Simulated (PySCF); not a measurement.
Compound: C4H11NOSi2.
Numbering: `[CH3:1][C@@H:2]([C:3]#[N:4])[O:5][SiH2:6][CH2:7][SiH3:8]` (hydrogens: H9, H10, H11 on C1; H12 on C2; H13, H14 on Si6; H15, H16 on C7; H17, H18, H19 on Si8)

The same species was optimised twice, with GFN2-xTB and with PBE0-D3(BJ)/def2-SVP (PySCF), and the same property calculations (PySCF, gas phase) were run on both structures.

```json
{"coordinate": "O5–Si6 (Å)", "GFN2-xTB": "1.625", "PBE0-D3(BJ)/def2-SVP": "1.680", "change": "+0.055"}
{"coordinate": "Si6–C7 (Å)", "GFN2-xTB": "1.885", "PBE0-D3(BJ)/def2-SVP": "1.859", "change": "-0.026"}
{"coordinate": "C2–C3 (Å)", "GFN2-xTB": "1.456", "PBE0-D3(BJ)/def2-SVP": "1.476", "change": "+0.020"}
{"coordinate": "C3≡N4 (Å)", "GFN2-xTB": "1.142", "PBE0-D3(BJ)/def2-SVP": "1.156", "change": "+0.014"}
{"coordinate": "C7–Si8 (Å)", "GFN2-xTB": "1.903", "PBE0-D3(BJ)/def2-SVP": "1.893", "change": "-0.010"}
{"coordinate": "C1–C2 (Å)", "GFN2-xTB": "1.531", "PBE0-D3(BJ)/def2-SVP": "1.522", "change": "-0.009"}
{"coordinate": "C2–O5 (Å)", "GFN2-xTB": "1.397", "PBE0-D3(BJ)/def2-SVP": "1.398", "change": "+0.001"}
{"coordinate": "O5–Si6–C7 (°)", "GFN2-xTB": "102.1", "PBE0-D3(BJ)/def2-SVP": "105.6", "change": "+3.5"}
{"coordinate": "Si6–C7–Si8 (°)", "GFN2-xTB": "115.4", "PBE0-D3(BJ)/def2-SVP": "112.3", "change": "-3.1"}
{"coordinate": "C1–C2–C3 (°)", "GFN2-xTB": "109.5", "PBE0-D3(BJ)/def2-SVP": "110.9", "change": "+1.4"}
{"coordinate": "C2–O5–Si6 (°)", "GFN2-xTB": "128.4", "PBE0-D3(BJ)/def2-SVP": "127.2", "change": "-1.2"}
{"coordinate": "C1–C2–O5 (°)", "GFN2-xTB": "111.9", "PBE0-D3(BJ)/def2-SVP": "111.2", "change": "-0.7"}
{"coordinate": "C3–C2–O5 (°)", "GFN2-xTB": "108.0", "PBE0-D3(BJ)/def2-SVP": "108.6", "change": "+0.6"}
{"coordinate": "C2–C3–N4 (°)", "GFN2-xTB": "179.1", "PBE0-D3(BJ)/def2-SVP": "179.6", "change": "+0.5"}
{"coordinate": "C1–C2–O5–Si6 (°)", "GFN2-xTB": "86", "PBE0-D3(BJ)/def2-SVP": "104", "change": "+18"}
{"coordinate": "C2–O5–Si6–C7 (°)", "GFN2-xTB": "173", "PBE0-D3(BJ)/def2-SVP": "156", "change": "-17"}
{"coordinate": "O5–Si6–C7–Si8 (°)", "GFN2-xTB": "-57", "PBE0-D3(BJ)/def2-SVP": "-39", "change": "+18"}
```

Rotational constants: A = 2042, B = 781.5, C = 597.8 MHz (GFN2-xTB) against A = 1918, B = 862.0, C = 634.7 MHz (PBE0-D3(BJ)/def2-SVP). Point groups within 0.08 Å: C1 and C1.

On the GFN2-xTB structure: HOMO (eV) -8.64 [PBE0/pcSseg-1]; LUMO (eV) -0.03 [PBE0/pcSseg-1]; dipole (D) 4.30 [PBE0/pcSseg-1]; GIAO shielding of C1 (ppm) 162.6 [PBE0/pcSseg-1]; GIAO shielding of C2 (ppm) 125.8 [PBE0/pcSseg-1]; GIAO shielding of C3 (ppm) 62.9 [PBE0/pcSseg-1]; GIAO shielding of N4 (ppm) -35.9 [PBE0/pcSseg-1]; GIAO shielding of O5 (ppm) 289.1 [PBE0/pcSseg-1]; GIAO shielding of Si6 (ppm) 366.1 [PBE0/pcSseg-1]; GIAO shielding of C7 (ppm) 195.7 [PBE0/pcSseg-1]; GIAO shielding of Si8 (ppm) 424.6 [PBE0/pcSseg-1].

Question: What do these properties become on the PBE0-D3(BJ)/def2-SVP structure?

Answer: 
| property | level | on GFN2-xTB | on PBE0-D3(BJ)/def2-SVP | change |
| --- | --- | --- | --- | --- |
| HOMO (eV) | PBE0/pcSseg-1 | -8.64 | -8.62 | +0.02 |
| LUMO (eV) | PBE0/pcSseg-1 | -0.03 | -0.09 | -0.06 |
| dipole (D) | PBE0/pcSseg-1 | 4.30 | 4.46 | +0.16 |
| energy, GFN2-xTB geometry as zero (kcal/mol) | PBE0/pcSseg-1 | 0.0 | -2.6 | -2.6 |
| GIAO shielding of C1 (ppm) | PBE0/pcSseg-1 | 162.6 | 160.3 | -2.3 |
| GIAO shielding of C2 (ppm) | PBE0/pcSseg-1 | 125.8 | 122.0 | -3.8 |
| GIAO shielding of C3 (ppm) | PBE0/pcSseg-1 | 62.9 | 59.8 | -3.1 |
| GIAO shielding of N4 (ppm) | PBE0/pcSseg-1 | -35.9 | -41.6 | -5.7 |
| GIAO shielding of O5 (ppm) | PBE0/pcSseg-1 | 289.1 | 286.8 | -2.3 |
| GIAO shielding of Si6 (ppm) | PBE0/pcSseg-1 | 366.1 | 353.9 | -12.2 |
| GIAO shielding of C7 (ppm) | PBE0/pcSseg-1 | 195.7 | 195.1 | -0.6 |
| GIAO shielding of Si8 (ppm) | PBE0/pcSseg-1 | 424.6 | 420.9 | -3.7 |

The heavy atoms differ by 0.240 Å rms after alignment. Among bonds between heavy atoms O5–Si6 changes most (+0.055 Å). Changes are differences of the printed values. Neither structure is proved a minimum here.

The values belong to the conformer `[CH3:1][C@@H:2]([C:3]#[N:4])[O:5][SiH2:6][CH2:7][SiH3:8]`: C1–C2–O5–Si6 104°, C2–O5–Si6–C7 156°, O5–Si6–C7–Si8 -39°.
